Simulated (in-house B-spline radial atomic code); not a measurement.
Orbital energies and mean radii along the 31-electron series, configuration [Ar] 3d10 4s2 4p1. The effective charge is n√(-2ε), a non-relativistic measure. Computed with a radial B-spline atomic code at the basis-set limit: Dirac-Hartree-Fock, average of the configuration, finite nuclei.

```tsv
ion	Z	energy of 3p3/2 (Eh)	mean radius of 3p3/2 (bohr)	energy of 3d5/2 (Eh)	mean radius of 3d5/2 (bohr)	energy of 3p1/2 (Eh)	mean radius of 3p1/2 (bohr)	energy of 3s1/2 (Eh)	mean radius of 3s1/2 (bohr)	effective charge of 3p3/2
Ga	31	-4.4777	0.68288	-1.1572	0.7944	-4.6199	0.67287	-6.5816	0.65027	8.9776
Ge+	32	-5.4899	0.64976	-1.9252	0.72533	-5.6571	0.63985	-7.7438	0.62188	9.9407
As2+	33	-6.6654	0.6191	-2.852	0.66933	-6.8614	0.60927	-9.0766	0.59535	10.953
Se3+	34	-7.9835	0.59078	-3.918	0.62269	-8.2122	0.58102	-10.559	0.5706	11.988
Br4+	35	?	?	?	?	?	?	?	?	?
Kr5+	36	-11.013	0.54055	-6.4357	0.54866	-11.32	0.53089	-13.938	0.52603	14.079
Rb6+	37	-12.714	0.51828	-7.8788	0.51856	-13.069	0.50865	-15.825	0.50597	15.128
Sr7+	38	?	?	?	?	?	?	?	?	?
Zr9+	40	-18.541	0.46083	-12.919	0.44661	-19.072	0.4512	-22.253	0.45335	18.269
Nb10+	41	-20.72	0.44431	-14.831	0.42717	-21.323	0.43465	-24.649	0.43797	19.312
Mo11+	42	-23.016	0.4289	-16.859	0.40945	-23.697	0.4192	-27.169	0.42353	20.354
Tc12+	43	?	?	?	?	?	?	?	?	?
Ru13+	44	-27.956	0.401	-21.256	0.37829	-28.819	0.39119	-32.588	0.39713	22.432
Rh14+	45	-30.599	0.38833	-23.624	0.3645	-31.567	0.37846	-35.486	0.38504	23.469
Pd15+	46	-33.359	0.37642	-26.106	0.35173	-34.44	0.36649	-38.511	0.37361	24.504
Ag16+	47	-36.233	0.3652	-28.701	0.33985	-37.439	0.35519	-41.662	0.36278	25.538
Cd17+	48	-39.224	0.35461	-31.408	0.32878	-40.563	0.34453	-44.941	0.35252	26.571
```

Task: Fill in the row of Br4+.

Result: energy of 3p3/2 (Eh): -9.4344; mean radius of 3p3/2 (bohr): 0.56465; energy of 3d5/2 (Eh): -5.1143; mean radius of 3d5/2 (bohr): 0.58299; energy of 3p1/2 (Eh): -9.7003; mean radius of 3p1/2 (bohr): 0.55496; energy of 3s1/2 (Eh): -12.181; mean radius of 3s1/2 (bohr): 0.54753; effective charge of 3p3/2: 13.031.

Task: Fill in the row of Sr7+.

Result: energy of 3p3/2 (Eh): -14.537; mean radius of 3p3/2 (bohr): 0.49768; energy of 3d5/2 (Eh): -9.4413; mean radius of 3d5/2 (bohr): 0.4919; energy of 3p1/2 (Eh): -14.945; mean radius of 3p1/2 (bohr): 0.48806; energy of 3s1/2 (Eh): -17.841; mean radius of 3s1/2 (bohr): 0.48725; effective charge of 3p3/2: 16.176.

Task: Fill in the row of Tc12+.

Result: energy of 3p3/2 (Eh): -25.428; mean radius of 3p3/2 (bohr): 0.41449; energy of 3d5/2 (Eh): -19; mean radius of 3d5/2 (bohr): 0.39321; energy of 3p1/2 (Eh): -26.196; mean radius of 3p1/2 (bohr): 0.40475; energy of 3s1/2 (Eh): -29.816; mean radius of 3s1/2 (bohr): 0.40994; effective charge of 3p3/2: 21.394.

Task: How does the screening of 3p3/2 change?

Result: Z less the effective charge goes from 22.02 at Z = 31 to 21.43 at Z = 48.
